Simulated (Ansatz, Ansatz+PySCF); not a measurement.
```xyz
2

Be   -0.0310    0.0052   -0.9916
B     0.0023   -0.0187    0.9064
```

Basis set: def2-SVP (spherical functions). Left uncorrelated: 1 orbital. Correlation on ROHF uses semicanonical orbitals with singles. Charge 0, multiplicity 2.

Computed with Ansatz (development build ahead of 0.2.0); each method stands on the lowest determinant of its kind that the runs found.

Give the atomization energy at this shape (free ground-state atoms in the same class of orbitals less the molecule, no zero-point energy) of doublet BeB by UHF-CCSD(T), UHF-MP2, ROHF-MP2, ROHF, UHF.

```json
{"method": "UHF-CCSD(T)", "atomization energy": "0.48 eV"}
{"method": "UHF-MP2", "atomization energy": "0.97 eV"}
{"method": "ROHF-MP2", "atomization energy": "0.29 eV"}
{"method": "ROHF", "atomization energy": "0.31 eV"}
{"method": "UHF", "atomization energy": "1.18 eV"}
```

Caution for UHF-CCSD(T), UHF: a free atom is spin contaminated. Caution for UHF-CCSD(T): another reference gives a lower total. Caution for UHF-CCSD(T), UHF-MP2, UHF: the unrestricted determinant is a mixture of spin states. Caution for ROHF-MP2: a plain start can end on a higher determinant. Caution for ROHF-MP2, ROHF: an unrestricted determinant lies well below.
